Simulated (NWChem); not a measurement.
SbF2 cation; SMILES [F][Sb+][F]

```xyz
3

Sb     0.0000     0.0000     0.3267
F     -1.3990     0.0000    -0.9256
F      1.3990     0.0000    -0.9256
```
Atoms are numbered in this order, from 1.

Coordinates come from a PBE0/def2-SVP optimisation. def2 effective core potentials on Sb; no spin-orbit coupling.

Symmetry labels are those of C2v in the frame above (b1 and b2, or b-type labels, depend on it).

Problem. List the 6 lowest vertical singlet excitations from B3LYP/def2-SVPD with def2 effective core potentials on Sb, full TDDFT (NWChem).

Solution. 
```tsv
state	energy (eV)	oscillator strength	symmetry	leading excitation (squared amplitude)
S1	4.82	0.028	b2	HOMO → LUMO (0.96)
S2	5.05	0.000	a2	HOMO−1 → LUMO (1.00)
S3	5.85	0.010	b1	HOMO−2 → LUMO (0.92)
S4	6.16	0.018	b2	HOMO−4 → LUMO (0.96)
S5	6.58	0.008	a1	HOMO−3 → LUMO (0.92)
S6	6.83	0.000	a2	HOMO−5 → LUMO (1.00)
```
